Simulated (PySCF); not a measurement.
Species: C₅H₉ClO.
SMILES with atom numbers: `[Cl:1][CH2:2][CH2:3][O:4][CH:5]1[CH2:6][CH2:7]1` (hydrogens: H8, H9 on C2; H10, H11 on C3; H12 on C5; H13, H14 on C6; H15, H16 on C7)

The geometry is computed with GFN2-xTB (gas phase).

Task: Give the optimised bond lengths and angles.

Result: 
```
          bond  length (Å)
        Cl1–C2       1.777
         C2–C3       1.529
         C3–O4       1.406
         O4–C5       1.398
         C5–C6       1.493
         C6–C7       1.502
         C5–C7       1.503
  C2–H8, C2–H9       1.090
C3–H10, C3–H11       1.097
        C5–H12       1.089
C6–H13, C7–H16       1.079
C6–H14, C7–H15       1.078
```

Bonds in one row agree within 0.01 Å and their mean is given. A selection of angles:
```
     angle  degrees
 Cl1–C2–C3    109.8
 Cl1–C2–H8    107.7
  C3–C2–H8    110.7
  H8–C2–H9    110.0
  C2–C3–O4    112.4
 C2–C3–H10    109.4
 O4–C3–H10    110.6
 O4–C3–H11    105.5
H10–C3–H11    108.8
  C3–O4–C5    114.8
  O4–C5–C6    117.0
  O4–C5–C7    120.4
 O4–C5–H12    113.2
  C6–C5–C7     60.2
 C6–C5–H12    118.6
 C7–C5–H12    117.8
  C5–C6–C7     60.3
 C5–C6–H13    118.4
 C5–C6–H14    116.7
 C7–C6–H13    119.2
 C7–C6–H14    117.4
H13–C6–H14    114.4
```

Torsions: Cl1–C2–C3–O4 177° (antiperiplanar); C2–C3–O4–C5 73° (synclinal); C3–O4–C5–C6 -166° (antiperiplanar); O4–C5–C6–C7 111° (anticlinal); O4–C5–C7–C6 -106° (anticlinal). The mirror-image conformer, all signs reversed, is as good.

Of the pairs four or more bonds apart, C5···H9 is among the closest relative to their van der Waals radii: 2.83 Å, 97 % of the sum of Bondi's values. O4 (ether oxygen) is bent (angle 114.8°). The 4 C–C bonds span 1.493 Å (C5–C6, drawn single) to 1.529 Å (C2–C3, drawn single), a spread of 0.036 Å. The 3-membered ring C5–C6–C7 has internal angles of 59.6° to 60.3°.

Point group: C1 (no symmetry element, even within 0.4 Å). Stationary, but not proved a minimum. The numbers are those of one conformer.
